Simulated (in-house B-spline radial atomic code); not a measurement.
## RPA and G0W0 on BHandHLYP: Ar6+

Configuration [Ne] 3s2, mean-field start BHandHLYP. Computed with an all-electron radial atomic-structure program (B-spline basis): all electrons, scalar-relativistic (spin-free one-electron X2C), finite nucleus, each spin shell either full or empty, empty states to l = 9 with an (l + 1/2)⁻⁴ tail; G0W0 by contour deformation at full frequency.

Command:
```bash
python run_gw.py task.json out
```
Settings (radii: box in bohr, nucleus in fm):
```
Z                        18
electrons                12
configuration            [Ne] 3s2
hamiltonian              x2c
method                   bhandhlyp
lmax                     9
rms_radius               3.4274
spin_polarised           False
box_radius               9.29
intervals                68
ion_configuration        [Ne] 3s1
```

Time taken, with all properties: 1.7 s on 1 thread of Intel(R) Xeon(R) 6975P-C, on a shared host.

Energies (hartree):

```
                                     term       value
                         mean-field total  -518.03799
Hartree-Fock functional on these orbitals  -517.49288
                      direct second order    -0.81218
                    second-order exchange     0.29512
                         SOSEX correction     0.27046
```

Problem. What is the RPA correlation energy, and what remains with SOSEX?

Solution. RPA gives -0.73408 hartree (-1.66 eV per electron); RPA + SOSEX gives -0.46361, and the second-order doubles -0.51706 hartree (no singles). SOSEX takes back 37 % of the RPA value.

Quasi-particle levels (eV):

```csv
level,occupied,mean field,Σx - vxc,Σc,QP weight,G0W0
3s,yes,-119.79,-2.66,?,?,?
2p,yes,-359.01,-14.13,3.51,0.964,-369.63
1s,yes,-3300.26,-59.07,26.43,0.890,-3332.90
3p,no,-95.01,5.21,-1.83,0.965,-91.64
```

G0W0 = mean field + (Σx - vxc) + Σc, with Σc (partial-wave tail included) taken at the quasi-particle energy. Levels of low weight are left out.

Problem. Where does G0W0 put 3s?

Solution. At -124.75 eV, with Σc = -2.30 eV and a quasi-particle weight of 0.970. The tabulated removal energy is 124.41 ± 0.06 eV (NIST, semi-empirical); the calculation leaves out spin-orbit coupling, Breit and QED terms, and what these don't explain is the method's own error.

Problem. What does it cost to remove one electron (to [Ne] 3s1) by differences of total energies, each species on its own start (correlation terms add to the Hartree-Fock functional)?

Solution. BHandHLYP 124.01 eV, Hartree-Fock functional 122.27 eV, + RPA 124.54 eV, + RPA + SOSEX 123.93 eV, + second order 124.43 eV. Tabulated: 124.41 ± 0.06 eV (NIST, semi-empirical); the calculation leaves out spin-orbit coupling, Breit and QED terms, and what these don't explain is the method's own error.
